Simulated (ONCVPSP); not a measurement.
## Before and after: ONCV potential for Sn

* Element: tin (Sn)
* Generator: ONCVPSP 4.0.1
* Type: optimised norm-conserving Vanderbilt (ONCV)
* Functional: LDA (Perdew-Zunger)
* Relativity: scalar-relativistic
* Frozen core: [Ar] 3d10
* Valence charge: 22
* Reference configuration: 4s2 4p6 4d10 5s2 5p2
* Partial waves: 4s+5s: rc 1.30 bohr, ncon 3, nbas 6, qcut 8.1 1/bohr, 2 projectors; 4p+5p: rc 1.65 bohr, ncon 4, nbas 9, qcut 8.6 1/bohr, 2 projectors; 4d: rc 1.55 bohr, ncon 4, nbas 9, qcut 9.4 1/bohr, 2 projectors, debl 2.2 Ha
* Local potential: polynomial inside 1.10 bohr (lpopt 5, dvloc0 2 Ha)
* Core correction: Teter function, fcfact 4.25, rcfact 1.5

All-electron outer shells of the reference configuration (LDA (Perdew-Zunger), scalar-relativistic, ld1.x):

```json
{"shell": "3p", "level (eV)": "-698.39", "outermost node (bohr)": "0.14", "outermost maximum (bohr)": "0.30"}
{"shell": "3d", "level (eV)": "-473.70", "outermost node (bohr)": "–", "outermost maximum (bohr)": "0.25"}
{"shell": "4s", "level (eV)": "-133.65", "outermost node (bohr)": "0.40", "outermost maximum (bohr)": "0.74"}
{"shell": "4p", "level (eV)": "-89.56", "outermost node (bohr)": "0.41", "outermost maximum (bohr)": "0.79"}
{"shell": "4d", "level (eV)": "-25.90", "outermost node (bohr)": "0.39", "outermost maximum (bohr)": "0.88"}
{"shell": "5s", "level (eV)": "-10.81", "outermost node (bohr)": "0.98", "outermost maximum (bohr)": "2.01"}
{"shell": "5p", "level (eV)": "-3.87", "outermost node (bohr)": "1.09", "outermost maximum (bohr)": "2.55"}
```

Change: d: rc 1.8.

Cutoffs: the cutoffs (Ha) at which the residual kinetic energy of the hardest occupied pseudo-wave falls to 1 and 0.1 mHa per electron; they do not see the model core or the augmentation charge, which bear on the density cutoff. Errors are all-electron minus pseudo energies relative to the spin-unpolarised reference configuration.

Q: How do hardness, ghosts and transferability respond?

A: The potential gets softer (35 Ha and 39 Ha → 31 Ha and 36 Ha); the errors of the 4 common tests hardly move; neither file shows a bound ghost. A larger radius leaves more room for a smooth pseudo-wave, so fewer plane waves are needed.

| quantity | base | changed |
| --- | --- | --- |
| cutoff, loose | 35 Ha | 31 Ha |
| cutoff, tight | 39 Ha | 36 Ha |
| loose cutoff by channel | s 26 Ha, p 25 Ha, d 35 Ha | s 26 Ha, p 25 Ha, d 31 Ha |
| bound ghosts | none | none |
| GHOST(+) flags under 300 eV | none | none |
| error for 4s2 4p6 4d10 5s2 5p1, meV [ΔE 7.10 eV] | -1.5 | -1.5 |
| error for 4s2 4p6 4d10 5s2 5p0, meV [ΔE 21.36 eV] | -5.0 | -5.1 |
| error for 4s2 4p6 4d10 5s1 5p0, meV [ΔE 52.81 eV] | -14 | -15 |
| error for 4s2 4p6 4d10 5s0 5p4, meV [ΔE 14.40 eV] | -3.6 | -3.8 |
| s: phases at 1.32 bohr within 0.05 rad from the reference energy up to (Ha; the scan ends near 5) | to the end of the scan | to the end of the scan |
| p: phases at 1.68 bohr within 0.05 rad from the reference energy up to (Ha; the scan ends near 5) | to the end of the scan | to the end of the scan |
| rms error of d²Exc/dni dnj with the model core, mHa | 1.11 | 1.16 |
